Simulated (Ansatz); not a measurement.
Harmonic frequencies (cm⁻¹) at PBE0-D4/def2-TZVP from Ansatz: 59, 127, 137, 240, 314, 396, 440, 510, 543, 655, 748, 818, 830, 913, 968, 1102, 1230, 1324, 1396, 1672, 2285, 3056, 3549, 3640.

Each molecule was computed in one conformer, which needn't be the lowest.

Question: Which molecule is it?
A. `C[O][GeH]([F])[AlH2]`
B. `O[Si]1([SnH3])CO1`
C. `CN[Si](F)(F)Cl`
D. `N[C@@H](F)[Si@@H](F)Cl`

Answer: D.
